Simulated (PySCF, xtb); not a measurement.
CH8FNSi2, SMILES NC[SiH2][SiH2]F.

GFN2-xTB in xtb at its own geometry gives an orbital gap of 3.71 eV and a dipole moment of 2.25 D.

Geometry: PBE0-D3(BJ)/def2-SVP. This is a generated structure with no PubChem entry under its InChIKey; it may be hypothetical. Other conformers were not sampled.

Q: What does PBE/def2-TZVP in PySCF give? (Estimate from the structure and the level; the computed values follow.)

A: gap 3.87 eV (levels -5.36 and -1.49 eV), dipole 1.67 D.
